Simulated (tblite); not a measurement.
Species: C4H8BN2O (doublet state).
SMILES with atom numbers: `[CH2:1][C:2](=[O:3])[N:4]1[BH:5][NH:6][CH2:7][CH2:8]1` (hydrogens: H9, H10 on C1; H11 on B5; H12 on N6; H13, H14 on C7; H15, H16 on C8)
Bond orders are those of one Lewis drawing.

Computed with GFN2-xTB (tblite), gas phase: L-BFGS steps from a force-field or distance-geometry start until the largest atomic force falls under 0.01 eV/Å.

Step 35: E = -647.3619 eV
```
atom  x, y, z in Å  |  force x, y, z in eV/Å
C1      2.6721   -0.3653   -0.0449    0.090   0.067  -0.107
C2      1.6499    0.6026   -0.1881    0.014   0.011  -0.018
O3      1.8467    1.8162   -0.2716   -0.013   0.000   0.048
N4      0.3523    0.1031   -0.1666    0.023  -0.003   0.016
B5     -0.1952   -1.1986   -0.3810   -0.039   0.024   0.013
N6     -1.5659   -1.0951   -0.1683   -0.070  -0.015   0.044
C7     -1.9685    0.2291    0.2572    0.079   0.105   0.005
C8     -0.7197    1.0719   -0.0174    0.107   0.033  -0.029
H9      3.6978   -0.0436   -0.0578   -0.026  -0.003   0.028
H10     2.4407   -1.3990    0.1019    0.031  -0.069   0.008
H11     0.3736   -2.1498   -0.7211    0.003  -0.085   0.043
H12    -2.2713   -1.8090   -0.1784   -0.049  -0.057  -0.031
H13    -2.8392    0.5945   -0.2983    0.032  -0.059   0.033
H14    -2.2067    0.2375    1.3314   -0.073  -0.026  -0.076
H15    -0.8025    1.6416   -0.9509   -0.066   0.066   0.053
H16    -0.4716    1.7730    0.7841   -0.043   0.011  -0.030
```

Step 36: E = -647.3644 eV
```
atom  x, y, z in Å  |  force x, y, z in eV/Å
C1      2.6730   -0.3628   -0.0506    0.061  -0.005  -0.068
C2      1.6501    0.6043   -0.1920    0.024   0.001  -0.037
O3      1.8427    1.8183   -0.2775    0.000  -0.004   0.059
N4      0.3538    0.1016   -0.1692    0.006  -0.006   0.006
B5     -0.1934   -1.2011   -0.3793   -0.083   0.008   0.024
N6     -1.5649   -1.0981   -0.1639   -0.067   0.030   0.034
C7     -1.9679    0.2288    0.2555    0.060   0.107   0.011
C8     -0.7165    1.0703   -0.0166    0.039   0.055  -0.002
H9      3.6984   -0.0430   -0.0446   -0.002   0.017   0.009
H10     2.4407   -1.3991    0.0898    0.040  -0.008  -0.002
H11     0.3730   -2.1565   -0.7140    0.000  -0.061   0.043
H12    -2.2749   -1.8079   -0.1774   -0.019  -0.058  -0.030
H13    -2.8384    0.5951   -0.3029    0.077  -0.083   0.040
H14    -2.2130    0.2389    1.3293   -0.050  -0.020  -0.102
H15    -0.8002    1.6505   -0.9433   -0.058   0.033   0.023
H16    -0.4701    1.7698    0.7870   -0.028  -0.005  -0.006
```

Step 37: E = -647.3668 eV
```
atom  x, y, z in Å  |  force x, y, z in eV/Å
C1      2.6746   -0.3611   -0.0582    0.018  -0.031  -0.031
C2      1.6508    0.6060   -0.1954    0.023  -0.040  -0.050
O3      1.8384    1.8206   -0.2785    0.024   0.005   0.063
N4      0.3554    0.1003   -0.1729   -0.022  -0.014  -0.012
B5     -0.1933   -1.2036   -0.3775   -0.091  -0.016   0.031
N6     -1.5652   -1.1007   -0.1587   -0.039   0.054   0.010
C7     -1.9656    0.2302    0.2541    0.015   0.050   0.010
C8     -0.7126    1.0698   -0.0172   -0.042   0.047   0.028
H9      3.6987   -0.0431   -0.0353    0.045   0.045  -0.009
H10     2.4428   -1.3985    0.0814    0.033   0.013  -0.013
H11     0.3732   -2.1638   -0.7050   -0.022  -0.017   0.048
H12    -2.2802   -1.8069   -0.1793    0.024  -0.029  -0.019
H13    -2.8368    0.5934   -0.3054    0.090  -0.070   0.018
H14    -2.2187    0.2405    1.3260   -0.020  -0.004  -0.090
H15    -0.8005    1.6599   -0.9368   -0.035   0.005  -0.010
H16    -0.4687    1.7660    0.7890   -0.002   0.001   0.027
```

Step 38: E = -647.3682 eV
```
atom  x, y, z in Å  |  force x, y, z in eV/Å
C1      2.6767   -0.3599   -0.0633   -0.004  -0.038  -0.015
C2      1.6517    0.6068   -0.1990    0.005  -0.063  -0.042
O3      1.8361    1.8219   -0.2785    0.035   0.001   0.059
N4      0.3561    0.0991   -0.1763   -0.032  -0.011  -0.023
B5     -0.1949   -1.2060   -0.3757   -0.057  -0.018   0.031
N6     -1.5665   -1.1017   -0.1548   -0.005   0.047  -0.010
C7     -1.9640    0.2320    0.2532   -0.015  -0.006   0.002
C8     -0.7106    1.0700   -0.0172   -0.061   0.027   0.033
H9      3.7005   -0.0420   -0.0288    0.044   0.050  -0.019
H10     2.4440   -1.3978    0.0744    0.038   0.027  -0.019
H11     0.3737   -2.1689   -0.6973   -0.048   0.016   0.052
H12    -2.2839   -1.8061   -0.1809    0.042  -0.007  -0.008
H13    -2.8345    0.5907   -0.3076    0.065  -0.037  -0.017
H14    -2.2231    0.2427    1.3224   -0.007   0.008  -0.045
H15    -0.8017    1.6664   -0.9324   -0.015  -0.009  -0.020
H16    -0.4672    1.7618    0.7920    0.015   0.014   0.043
```

Question: Estimate the geometry and energy of step 39. (The exact step hangs on the optimiser's Hessian estimate; all steps are aligned on step 38, rigid shifts and turns removed.)

Answer: E = -647.3694 eV, largest force 0.087 eV/Å
```
atom  x, y, z in Å  |  force x, y, z in eV/Å
C1      2.6790   -0.3591   -0.0673   -0.010  -0.019  -0.013
C2      1.6526    0.6065   -0.2022   -0.016  -0.063  -0.022
O3      1.8355    1.8222   -0.2764    0.033  -0.011   0.050
N4      0.3561    0.0981   -0.1800   -0.029   0.002  -0.025
B5     -0.1972   -1.2080   -0.3740   -0.007   0.000   0.027
N6     -1.5681   -1.1017   -0.1520    0.015   0.016  -0.024
C7     -1.9632    0.2333    0.2527   -0.027  -0.039  -0.007
C8     -0.7102    1.0706   -0.0170   -0.042   0.004   0.025
H9      3.7029   -0.0408   -0.0255    0.025   0.049  -0.025
H10     2.4459   -1.3965    0.0698    0.038   0.008  -0.020
H11     0.3736   -2.1723   -0.6902   -0.064   0.029   0.051
H12    -2.2866   -1.8051   -0.1828    0.047   0.006   0.002
H13    -2.8321    0.5877   -0.3095    0.021   0.001  -0.053
H14    -2.2263    0.2448    1.3191   -0.005   0.014   0.008
H15    -0.8036    1.6707   -0.9296    0.000  -0.016  -0.015
H16    -0.4659    1.7585    0.7951    0.022   0.020   0.042
```

The energy changes by -0.0011 eV. The first-order estimate −F·Δx gives -0.0016 eV and the mean of the old and new forces, exact on a quadratic surface, -0.0011 eV. The step makes an angle of 66° with the force vector and moves no atom by more than 0.008 Å.

What follows is the cost of the whole relaxation. Hardware: an Arm Neoverse V1 with one thread, no GPU, shared host with 32 logical CPUs at a one-minute load of 11. Cost: 0.49 s of wall time.
